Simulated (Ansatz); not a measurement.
Correlation energies of FH7N2Si2 (`N[SiH2][SiH](N)F`) by basis set

Cartesian coordinates in Å:
```
N 0.713 1.042 -1.442
Si 1.215 0.550 0.144
Si -0.679 -0.427 1.115
N -1.308 -1.462 -0.075
F -1.687 0.764 1.539
H -0.024 1.727 -1.517
H 1.423 1.225 -2.136
H 1.782 1.632 1.007
H 2.288 -0.464 -0.043
H -0.484 -1.209 2.363
H -1.215 -1.232 -1.051
H -2.024 -2.147 0.097
```

Total charge 0; spin multiplicity 1. Geometry: relaxed with PBE0-D4/def2-TZVP. It is one conformer, not always the lowest. Frozen core, restricted reference, Ansatz. CBS rows extrapolate triple and quadruple zeta; past MP2 they add the triple-zeta difference.

```json
{"basis": "def2-TZVPP", "HF (Eh)": "-790.52716", "MP2 corr.": "-0.92436", "CCSD corr.": "-0.96895", "(T)": "-0.03340", "CCSD(T) total": "-791.52951"}
{"basis": "def2-QZVPP", "HF (Eh)": "-790.55624", "MP2 corr.": "-0.99950", "CCSD corr.": "–", "(T)": "–", "CCSD(T) total": "–"}
{"basis": "CBS(def2)", "HF (Eh)": "-790.56024", "MP2 corr.": "-1.05517", "CCSD corr.": "-1.09977", "(T)": "as TZ", "CCSD(T) total": "-791.69341"}
```
